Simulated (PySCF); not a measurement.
**Working out the ionisation energy of Ar²⁺**

Ar²⁺ [Ne] 3s2 3p4 (3P) → Ar³⁺ [Ne] 3s2 3p3 (4S). Calculation: PySCF 2.14, in dyall-acv3z; the spin-free X2C one-electron Hamiltonian (Gaussian nucleus). Frozen: 1s2; the 15 highest virtual orbitals dropped. Energies in hartree (1 hartree = 27.21139 eV):

```csv
part,Ar²⁺ (lower),Ar³⁺ (upper)
UHF,-527.129384,-525.681852
MP2 opposite-spin,-0.336769,-0.307775
MP2 same-spin,-0.122313,-0.118126
```

Q: What does Hartree-Fock give?

A: (-525.681852) − (-527.129384) = 1.447532 hartree = 39.389 eV.

Q: What do MP2 and SCS-MP2 (6/5 opposite-spin, 1/3 same-spin) give?

A: The opposite-spin parts differ by 0.789 eV and the same-spin parts by 0.114 eV. MP2: 39.389 + (0.789) + (0.114) = 40.292 eV. SCS-MP2: 39.389 + 1.2 × (0.789) + (0.114)/3 = 40.374 eV.

A first-order spin-orbit estimate adds 0.063 eV to MP2 (valence and next inner shell), giving 40.355 eV against 40.735 ± 0.012 eV (semi-empirical (NIST evaluation); NIST Atomic Spectra Database, ionization energies).

What remains against the reference includes basis incompleteness, the frozen core and correlation beyond second order.
